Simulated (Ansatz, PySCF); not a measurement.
Gas-phase reaction 12 R1 + R2 → 6 P1 + 4 P2, each structure at its B3LYP-D3(BJ)/def2-SVP stationary point, reached from a drawn start (curvature not checked).
R1: H2 (SMILES [H][H]), charge 0, multiplicity 1.
P1: H2O (SMILES O), charge 0, multiplicity 1.
R2, O6P4 (SMILES O1P2OP3OP1OP(O2)O3) (charge 0, multiplicity 1):
```xyz
10

P      1.0638     1.0638     1.0638
P      1.0638    -1.0638    -1.0638
P     -1.0638     1.0638    -1.0638
P     -1.0638    -1.0638     1.0638
O      1.8041     0.0000     0.0000
O      0.0000     1.8041     0.0000
O      0.0000     0.0000    -1.8041
O      0.0000     0.0000     1.8041
O      0.0000    -1.8041     0.0000
O     -1.8041     0.0000     0.0000
```
P2: PH3 (SMILES P), charge 0, multiplicity 1.

P less R. No zero-point or thermal terms.

The values were computed with Ansatz (an electronic-structure program) with Gaussian orbitals; PySCF for M06-2X and the D3/D4 terms. All values are computed, each at the level named.

Give the reaction energy at the level M06-2X/def2-TZVPP.

28.6 kcal/mol

Give the reaction energy at the level PBE/def2-TZVPP.

-2.4 kcal/mol

What is the computed reaction energy (B3LYP-D4/def2-TZVPP)?

18.9 kcal/mol
